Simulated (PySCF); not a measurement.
C$_{6}$H$_{15}$Al, charge -1, doublet, geometry from GFN2-xTB (such geometries of metal compounds can be far from the true shape) (a state made from the parent by changing its charge; the spin is typed, not shown lowest) (in this run its highest filled SCF level lies above zero, so its values depend strongly on the basis, on diffuse functions most of all); TPSS/STO-3G (PySCF).

Input for PySCF:
```python
from pyscf import gto, scf, dft

mol = gto.M(
    atom='''
Al   -0.08174234   -0.60370760    0.00345435
C     1.33013377    0.80642034   -0.66157782
C     1.57426829    0.81951892   -2.17252085
H     2.30189286    0.61387388   -0.17377329
H     1.06691520    1.83406563   -0.35613498
H     0.65304022    1.05521127   -2.70548472
H     1.90648882   -0.16241858   -2.51458247
H     2.33366651    1.55266530   -2.47820761
C    -1.96087999    0.31113359   -0.19208589
C    -2.41965549    0.58897488   -1.62454345
H    -2.02584062    1.25964818    0.36867890
H    -2.72036614   -0.33801651    0.27967566
H    -2.40967369   -0.32876494   -2.21560011
H    -1.74480300    1.29620293   -2.10624305
H    -3.43453463    1.00757754   -1.67780095
C     0.13823799   -0.54359828    2.08642075
C     1.41933119   -1.19420053    2.61040766
H    -0.71527471   -1.05904239    2.56148982
H     0.09742017    0.48319183    2.48869044
H     2.29359146   -0.68670051    2.20280059
H     1.47263747   -2.23899983    2.29882001
H     1.49887604   -1.16978880    3.70616267
''',
    basis='sto-3g',
    charge=-1,
    spin=1,
    verbose=4,
)

mf = dft.UKS(mol)
mf.xc = 'tpss'
mf.level_shift = 0.5
mf.max_cycle = 100
mf.kernel()
```

Question: Write the output that PySCF gives for this input, abridged.

Answer: 
```
PySCF version 2.14.0

[INPUT] verbose = 4
[INPUT] num. atoms = 22
[INPUT] num. electrons = 65
[INPUT] charge = -1
[INPUT] spin (= nelec alpha-beta = 2S) = 1
[INPUT] symmetry False subgroup None
[INPUT] Mole.unit = angstrom
[INPUT] Symbol           X                Y                Z      unit          X                Y                Z       unit  Magmom
[...]
nuclear repulsion = 348.801377794505
number of shells = 38
number of NR pGTOs = 162
number of NR cGTOs = 54
basis = sto-3g
ecp = {}

******** <class 'pyscf.dft.uks.UKS'> ********
method = UKS
initial guess = minao
damping factor = 0
level_shift factor = 0.5
DIIS = <class 'pyscf.scf.diis.CDIIS'>
diis_start_cycle = 1
diis_space = 8
diis_damp = 0
SCF conv_tol = 1e-09
SCF conv_tol_grad = None
SCF max_cycles = 100
direct_scf = True
direct_scf_tol = 1e-13
number electrons alpha = 33  beta = 32
XC library pyscf.dft.libxc version 7.1.2
    S. Lehtola, C. Steigemann, M. J. T. Oliveira, and M. A. L. Marques,  SoftwareX 7, 1–5 (2018)
XC functionals = tpss
    J. Tao, J. P. Perdew, V. N. Staroverov, and G. E. Scuseria,  Phys. Rev. Lett. 91, 146401 (2003)
    J. P. Perdew, J. Tao, V. N. Staroverov, and G. E. Scuseria,  J. Chem. Phys. 120, 6898 (2004)
    J. Tao, J. P. Perdew, V. N. Staroverov, and G. E. Scuseria,  Phys. Rev. Lett. 91, 146401 (2003)
    J. P. Perdew, J. Tao, V. N. Staroverov, and G. E. Scuseria,  J. Chem. Phys. 120, 6898 (2004)
radial grids:
    Treutler-Ahlrichs [JCP 102, 346 (1995); DOI:10.1063/1.469408] (M4) radial grids

becke partition: Becke, JCP 88, 2547 (1988); DOI:10.1063/1.454033
pruning grids: <function nwchem_prune>
grids dens level: 3
symmetrized grids: False
atomic radii adjust function: <function treutler_atomic_radii_adjust>
small_rho_cutoff = 0
Set gradient conv threshold to 3.16228e-05
tot grids = 251008
init E= -474.031703653457

cycle= 1 E= -474.245582451696  delta_E= -0.214  |g|= 0.294  |ddm|= 3.85
cycle= 2 E= -474.309359488522  delta_E= -0.0638  |g|= 0.0957  |ddm|= 0.547
cycle= 3 E= -474.31862649596  delta_E= -0.00927  |g|= 0.0394  |ddm|= 0.159
cycle= 4 E= -474.321104385252  delta_E= -0.00248  |g|= 0.0225  |ddm|= 0.0912
cycle= 5 E= -474.322014604622  delta_E= -0.00091  |g|= 0.0129  |ddm|= 0.0566
cycle= 6 E= -474.322340994573  delta_E= -0.000326  |g|= 0.00761  |ddm|= 0.0347
cycle= 7 E= -474.322456698632  delta_E= -0.000116  |g|= 0.00455  |ddm|= 0.0208
cycle= 8 E= -474.322498207482  delta_E= -4.15e-05  |g|= 0.00274  |ddm|= 0.0124
cycle= 9 E= -474.32251317953  delta_E= -1.5e-05  |g|= 0.00165  |ddm|= 0.00738
cycle= 10 E= -474.322518579852  delta_E= -5.4e-06  |g|= 0.00101  |ddm|= 0.0044
cycle= 11 E= -474.322520547602  delta_E= -1.97e-06  |g|= 0.000624  |ddm|= 0.00262
cycle= 12 E= -474.322521286307  delta_E= -7.39e-07  |g|= 0.000378  |ddm|= 0.00157
cycle= 13 E= -474.32252155948  delta_E= -2.73e-07  |g|= 0.000232  |ddm|= 0.000954
cycle= 14 E= -474.32252166174  delta_E= -1.02e-07  |g|= 0.000142  |ddm|= 0.000582
cycle= 15 E= -474.322521700012  delta_E= -3.83e-08  |g|= 8.65e-05  |ddm|= 0.000356
cycle= 16 E= -474.32252171432  delta_E= -1.43e-08  |g|= 5.29e-05  |ddm|= 0.000218
cycle= 17 E= -474.322521719665  delta_E= -5.34e-09  |g|= 3.26e-05  |ddm|= 0.000134
cycle= 18 E= -474.32252172168  delta_E= -2.02e-09  |g|= 2e-05  |ddm|= 8.19e-05
cycle= 19 E= -474.322521722438  delta_E= -7.58e-10  |g|= 1.23e-05  |ddm|= 5.02e-05
Extra cycle  E= -474.322521722873  delta_E= -4.35e-10  |g|= 4.73e-06  |ddm|= 7.88e-05
converged SCF energy = -474.322521722873  <S^2> = 0.75064355  2S+1 = 2.0006434
```
